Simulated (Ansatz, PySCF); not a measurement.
Gas-phase reaction (SMILES): II [molecular iodine] + [H][H] (H2) -> 2 I (HI); energy of full hydrogenation.

Structures are relaxed separately at B3LYP-D3(BJ)/def2-TZVP in Ansatz (an electronic-structure program). Cores are frozen in the correlated levels unless marked. Spin-orbit coupling is left out. Frozen are the shells of the preceding noble gas and the d and f shells that filled before the atom's block. In def2 rows, elements after Kr have scalar-relativistic effective core potentials. CBS(X,Y): correlation extrapolated as X^-3; Hartree-Fock from the larger set. Thermal terms are rigid-rotor harmonic-oscillator values from B3LYP-D3(BJ) frequencies (PySCF) at 298.15 K and 1 atm. 1 Eh = 627.5095 kcal/mol.

```csv
species,"E, CCSD(T)/CBS(def2-TZVPPD,def2-QZVPPD) (Ansatz) (Eh)","E, B3LYP-D3(BJ)/def2-TZVPD (Ansatz + dftd3) (Eh)",H - E (Eh),G - E (Eh)
II,-593.72843,-595.63017,0.00433,-0.02527
[H][H] (H2),-1.17452,-1.17983,0.01336,-0.00144
I (HI),-297.45390,-298.40660,0.00854,-0.01490
```

Problem. Work out ΔE and ΔH, ΔG, ΔS and the equilibrium constant at 298.15 K at the first level, then ΔH at the second.

Solution. 
1. ΔE = [2×(-297.45390)] - [(-593.72843) + (-1.17452)] = -0.00485 Eh = -3.0 kcal/mol at CCSD(T)/CBS(def2-TZVPPD,def2-QZVPPD).
2. The terms H - E add up to -0.00061 Eh, so ΔH = (-0.00485 + (-0.00061))×627.5095 = -3.4 kcal/mol.
3. The terms G - E add up to -0.00309 Eh, so ΔG = -5.0 kcal/mol, and ΔS = (-0.00061 - (-0.00309))×627509.5/298.15 = 5.2 cal/(mol K).
4. log10 K = -ΔG/(RT ln 10) = 3.7, with RT ln 10 = 1.3642 kcal/mol.
5. At B3LYP-D3(BJ)/def2-TZVPD the same steps give ΔE = -2.0 and ΔH = -2.4 kcal/mol, a shift of +1.0 from the first level.
6. Tabulated enthalpies of formation (II 14.9 kcal/mol, ATcT 1.112; [H][H] (H2) 0.0 kcal/mol, zero by definition; I (HI) 6.3 kcal/mol, ATcT 1.112) give ΔH = -2.3, so the errors are -1.1 and -0.1 kcal/mol; the tables hold anharmonic motion, spin-orbit effects, which both levels lack, and core correlation, which the frozen-core level lacks.
